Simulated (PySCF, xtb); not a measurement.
C3H9NOSi, SMILES CN1C[SiH](O)C1.

GFN2-xTB (xtb) at its own geometry gives an orbital gap of 4.29 eV and a dipole moment of 0.26 D.

Coordinates come from a r2SCAN-D4/def2-SVP optimisation. This is a generated structure with no PubChem entry under its InChIKey; it may be hypothetical. The values are those of a single conformer.

What does HF/def2-TZVP in PySCF give? (Estimate from the structure and the level; the computed values follow.)

gap 13.35 eV (levels -9.74 and 3.61 eV), dipole 1.37 D.
